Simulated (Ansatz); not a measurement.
Computed with Ansatz.

Basis-set series for `OB(Cl)[NH][GeH3]`. Charge 0, multiplicity 1. Geometry: relaxed with PBE0-D4/def2-TZVP. It is one conformer, not always the lowest.

```json
{"functional": "PBE0-D4", "basis": "def2-SVP", "functions": "117", "energy (Eh)": "-2694.07532", "HOMO (eV)": "-7.82", "LUMO (eV)": "0.60"}
{"functional": "PBE0-D4", "basis": "def2-QZVPP", "functions": "480", "energy (Eh)": "-2694.74500", "HOMO (eV)": "-8.00", "LUMO (eV)": "-0.20"}
{"functional": "ωB97M-V", "basis": "def2-SVP", "functions": "117", "energy (Eh)": "-2694.46392", "HOMO (eV)": "-10.08", "LUMO (eV)": "2.37"}
{"functional": "ωB97M-V", "basis": "def2-QZVPP", "functions": "480", "energy (Eh)": "-2695.13378", "HOMO (eV)": "-10.29", "LUMO (eV)": "1.04"}
```

**Question.** Give the rows for def2-TZVPP. (Estimate.)

**Answer.** The calculation gave: 
```json
{"functional": "PBE0-D4", "basis": "def2-TZVPP", "functions": "253", "energy (Eh)": "-2694.67705", "HOMO (eV)": "-7.97", "LUMO (eV)": "0.08"}
{"functional": "ωB97M-V", "basis": "def2-TZVPP", "functions": "253", "energy (Eh)": "-2695.06815", "HOMO (eV)": "-10.26", "LUMO (eV)": "1.54"}
```

Positive LUMOs are unbound and depend on the basis. Scalar relativity is left out up to krypton.
